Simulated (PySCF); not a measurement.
# Identify the compound

Molecular formula: C₄H₇FSi₂. Simulated spectra:

1H NMR (500 MHz, computed): δ 7.43 (m, 1H), 7.25 (m, 1H), 6.21 (m, 1H), 4.90 (m, 2H), 4.66 (m, 2H).

13C{1H} NMR (computed): δ 182.4 (C), 154.6 (CH), 151.0 (CH), 117.9 (CH).

Calculated, not measured (PySCF): geometry: GFN2-xTB, GIAO PBE0/pcSseg-1 shieldings. Single conformer, no solvent, non-relativistic, averaged over atoms made equivalent by symmetry, fast rotation or ring inversion.

Referencing at the same level of theory: TMS for 1H, 13C.

Q: What is the structure?

A: 
Rings plus π bonds: 3 (1 ring in the answer). 4 carbon signals for 4 carbons: no two carbons are equivalent. Carbon types of the structure: 1 × C, 3 × CH, leaving 4 H on heteroatoms. δC 182.4: fully substituted alkene carbon. δC 154.6, 151.0, 117.9: alkene CH; an sp2 carbon of a C=C bond. δH 7.43, 7.25, 6.21: hydrogen on an alkene CH; olefinic region. δH 4.90, 4.66: hydrogen on a silicon bonded to 2 C, in a 6-membered ring.

Structure: SMILES FC1=C[SiH2]C=C[SiH2]1.

The shifts were computed for this structure.

Splittings by 19F in the carbon and heteronuclear signals aren't shown, as no couplings were computed. Shifts are as computed. Against solution values, carbons near 30 ppm lie about +3 ppm off and those near 130 ppm about +5 ppm. Of 1211 compounds with measured shifts, 218 miss one by over three times the rms of a fit or turn the order of signals round; such compounds aren't used in these exercises. No couplings were computed; multiplicities are counted from neighbouring protons, with m where these are inequivalent, close in shift, in a saturated or five-membered ring or joined by F or P, and br s for small geminal =CH2 splittings.
